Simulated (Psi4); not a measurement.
Internal rotation in SMILES Cl[Si](Cl)(Cl)[CH2][GeH3]. Scanned: dihedral Cl1–Si2–C5–Ge6; all other coordinates were relaxed at GFN2-xTB. Heavy atoms are numbered in the order of the SMILES Cl[Si](Cl)(Cl)[CH2][GeH3], hydrogens after them in the order of the atoms that carry them; the mirror image has the same energies with the sign of each dihedral reversed.

- PBE/def2-TZVP // GFN2-xTB (Psi4)
- PBE-D3(BJ)/def2-TZVP // GFN2-xTB (Psi4)
- PBE0/def2-TZVP // GFN2-xTB (Psi4)
- MP2/cc-pVTZ = Psi4 with DF-MP2 (frozen core)/cc-pVTZ // GFN2-xTB

Energies relative to the lowest point of each profile, in kJ/mol; the last columns give the difference from MP2:

```json
[
 {"φ / °": "0", "PBE/def2-TZVP": "8.26", "PBE-D3(BJ)/def2-TZVP": "8.46", "PBE0/def2-TZVP": "8.37", "MP2/cc-pVTZ": "9.72", "PBE/def2-TZVP − MP2/cc-pVTZ": "-1.46", "PBE-D3(BJ)/def2-TZVP − MP2/cc-pVTZ": "-1.26", "PBE0/def2-TZVP − MP2/cc-pVTZ": "-1.35"},
 {"φ / °": "10", "PBE/def2-TZVP": "7.71", "PBE-D3(BJ)/def2-TZVP": "7.88", "PBE0/def2-TZVP": "7.79", "MP2/cc-pVTZ": "8.98", "PBE/def2-TZVP − MP2/cc-pVTZ": "-1.28", "PBE-D3(BJ)/def2-TZVP − MP2/cc-pVTZ": "-1.10", "PBE0/def2-TZVP − MP2/cc-pVTZ": "-1.19"},
 {"φ / °": "20", "PBE/def2-TZVP": "6.10", "PBE-D3(BJ)/def2-TZVP": "6.19", "PBE0/def2-TZVP": "6.13", "MP2/cc-pVTZ": "6.96", "PBE/def2-TZVP − MP2/cc-pVTZ": "-0.85", "PBE-D3(BJ)/def2-TZVP − MP2/cc-pVTZ": "-0.76", "PBE0/def2-TZVP − MP2/cc-pVTZ": "-0.82"},
 {"φ / °": "30", "PBE/def2-TZVP": "3.85", "PBE-D3(BJ)/def2-TZVP": "3.84", "PBE0/def2-TZVP": "3.81", "MP2/cc-pVTZ": "4.18", "PBE/def2-TZVP − MP2/cc-pVTZ": "-0.33", "PBE-D3(BJ)/def2-TZVP − MP2/cc-pVTZ": "-0.34", "PBE0/def2-TZVP − MP2/cc-pVTZ": "-0.37"},
 {"φ / °": "40", "PBE/def2-TZVP": "1.62", "PBE-D3(BJ)/def2-TZVP": "1.57", "PBE0/def2-TZVP": "1.56", "MP2/cc-pVTZ": "1.61", "PBE/def2-TZVP − MP2/cc-pVTZ": "0.01", "PBE-D3(BJ)/def2-TZVP − MP2/cc-pVTZ": "-0.05", "PBE0/def2-TZVP − MP2/cc-pVTZ": "-0.05"},
 {"φ / °": "50", "PBE/def2-TZVP": "0.32", "PBE-D3(BJ)/def2-TZVP": "0.30", "PBE0/def2-TZVP": "0.30", "MP2/cc-pVTZ": "0.28", "PBE/def2-TZVP − MP2/cc-pVTZ": "0.04", "PBE-D3(BJ)/def2-TZVP − MP2/cc-pVTZ": "0.01", "PBE0/def2-TZVP − MP2/cc-pVTZ": "0.02"},
 {"φ / °": "60", "PBE/def2-TZVP": "0.00", "PBE-D3(BJ)/def2-TZVP": "0.00", "PBE0/def2-TZVP": "0.00", "MP2/cc-pVTZ": "0.00", "PBE/def2-TZVP − MP2/cc-pVTZ": "0.00", "PBE-D3(BJ)/def2-TZVP − MP2/cc-pVTZ": "0.00", "PBE0/def2-TZVP − MP2/cc-pVTZ": "0.00"},
 {"φ / °": "70", "PBE/def2-TZVP": "0.45", "PBE-D3(BJ)/def2-TZVP": "0.43", "PBE0/def2-TZVP": "0.43", "MP2/cc-pVTZ": "0.42", "PBE/def2-TZVP − MP2/cc-pVTZ": "0.03", "PBE-D3(BJ)/def2-TZVP − MP2/cc-pVTZ": "0.00", "PBE0/def2-TZVP − MP2/cc-pVTZ": "0.01"},
 {"φ / °": "80", "PBE/def2-TZVP": "2.03", "PBE-D3(BJ)/def2-TZVP": "1.97", "PBE0/def2-TZVP": "1.97", "MP2/cc-pVTZ": "2.05", "PBE/def2-TZVP − MP2/cc-pVTZ": "-0.02", "PBE-D3(BJ)/def2-TZVP − MP2/cc-pVTZ": "-0.08", "PBE0/def2-TZVP − MP2/cc-pVTZ": "-0.08"},
 {"φ / °": "90", "PBE/def2-TZVP": "4.37", "PBE-D3(BJ)/def2-TZVP": "4.37", "PBE0/def2-TZVP": "4.33", "MP2/cc-pVTZ": "4.78", "PBE/def2-TZVP − MP2/cc-pVTZ": "-0.42", "PBE-D3(BJ)/def2-TZVP − MP2/cc-pVTZ": "-0.42", "PBE0/def2-TZVP − MP2/cc-pVTZ": "-0.45"},
 {"φ / °": "100", "PBE/def2-TZVP": "6.44", "PBE-D3(BJ)/def2-TZVP": "6.55", "PBE0/def2-TZVP": "6.48", "MP2/cc-pVTZ": "7.38", "PBE/def2-TZVP − MP2/cc-pVTZ": "-0.93", "PBE-D3(BJ)/def2-TZVP − MP2/cc-pVTZ": "-0.83", "PBE0/def2-TZVP − MP2/cc-pVTZ": "-0.90"},
 {"φ / °": "110", "PBE/def2-TZVP": "7.84", "PBE-D3(BJ)/def2-TZVP": "8.02", "PBE0/def2-TZVP": "7.93", "MP2/cc-pVTZ": "9.17", "PBE/def2-TZVP − MP2/cc-pVTZ": "-1.33", "PBE-D3(BJ)/def2-TZVP − MP2/cc-pVTZ": "-1.15", "PBE0/def2-TZVP − MP2/cc-pVTZ": "-1.24"}
]
```

PBE/def2-TZVP is furthest from MP2/cc-pVTZ at 0 (-1.46 kJ/mol, below); its mean absolute difference over the points is 0.56 kJ/mol.

PBE-D3(BJ)/def2-TZVP is furthest from MP2/cc-pVTZ at 0 (-1.26 kJ/mol, below); its mean absolute difference over the points is 0.50 kJ/mol.

PBE0/def2-TZVP is furthest from MP2/cc-pVTZ at 0 (-1.35 kJ/mol, below); its mean absolute difference over the points is 0.54 kJ/mol.
